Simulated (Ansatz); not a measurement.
Isolated molecules relaxed with PBE0-D4/def2-TZVP in Ansatz; ΔE leaves out vibrations. CBS: MP2 limit from def2 TZ/QZ plus the TZ coupled-cluster correction, frozen cores. This one scheme is used for every species, atoms too. Functionals use def2-TZVPP. B3LYP here is the variant with VWN-RPA as its local correlation; programs differ in this. No spin–orbit coupling; open shells (•) take unrestricted orbitals. Bonds to Ga are less sure, by a few kJ/mol each and by 10 to 20 or more in all where they break to atoms, as the def2 sets lack core-valence functions. Scalar relativity is left out up to krypton. Each species was taken in one conformer, which may not be the lowest.

Reaction (homolysis of the Ga–H bond): `[CH3][GaH][SH]` → `[CH3][Ga][SH]`• + H•

```tsv
species	B3LYP-D4 energy (Eh)
`[CH3][GaH][SH]`	-2364.30820
`[CH3][Ga][SH]`•	-2363.67398
H•	-0.50215
```

(1) Work out ΔE.

(2) What do rigid-rotor, harmonic-oscillator terms from PBE0-D4/def2-TZVP frequencies (298.15 K, 1 bar) make of the CCSD(T)/CBS value? (An estimate is asked.)

Largest T1 diagnostic among the species: 0.014.

Answers

(1) ΔE = (-2363.67398) + (-0.50215) − (-2364.30820) = 0.13207 Eh = +82.9 kcal/mol. CCSD(T)/CBS gives +87.0 kcal/mol.

(2) Computed: ΔZPE = -4.9 kcal/mol, ΔH = +83.4 kcal/mol, ΔS = 111 J/(mol·K), ΔG = +75.4 kcal/mol. Open shells count their whole term as degenerate. Modes under 50 cm⁻¹ make the entropy rough.

The D4 term adds +0.7 kcal/mol with B3LYP and +0.4 kcal/mol with PBE0; it sums over pairs of atoms, weighted by their polarisabilities, and B3LYP, whose exchange is more repulsive, gets the larger term. In def2-TZVPP, CCSD(T) changes the Hartree–Fock value by +20.3 kcal/mol (the triples alone add +0.1 kcal/mol) and MP2 by +18.0 kcal/mol; breaking electron pairs costs correlation energy, which Hartree–Fock lacks. Leaving LDA and LC-ωPBE aside and taking each functional with its dispersion term where it has one, the values, not all of them listed here, spread over 7.1 kcal/mol, from revPBE-D4 to B97M-V. LDA lies +10.3 kcal/mol from PBE without D4, its usual overbinding.
